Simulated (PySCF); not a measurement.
**Removal energies of Tl⁴⁵⁺ from EOM-IP-GCCSD**

Reference: closed-shell Tl⁴⁵⁺, [Kr]; one electron is removed. Calculated with PySCF 2.14, two-component X2C-1e with screened spin-orbit coupling, an uncontracted even-tempered set (18 s from 2.6 bohr⁻², ratio 2.6; 16 p from 3.3 bohr⁻², ratio 2.6; 11 d from 3.3 bohr⁻², ratio 2.6; 5 f from 3.4 bohr⁻², ratio 2.8); frozen [Ar] 3d10; the 114 highest virtual spinors dropped; of the others 74 kept and the rest restored at second order. No Breit or QED terms. Binding energies in eV.

| level | Koopmans | second order | EOM-CCSD |
| --- | --- | --- | --- |
| 4p1/2 | 2601.0 | 2601.1 | 2601.0 |
| 4p3/2 | 2446.6 | 2447.6 | 2447.7 |

For comparison, the ionisation energy of Tl⁴⁵⁺ is 2447 ± 4 eV (theoretical estimate listed by NIST; NIST Atomic Spectra Database, ionization energies).
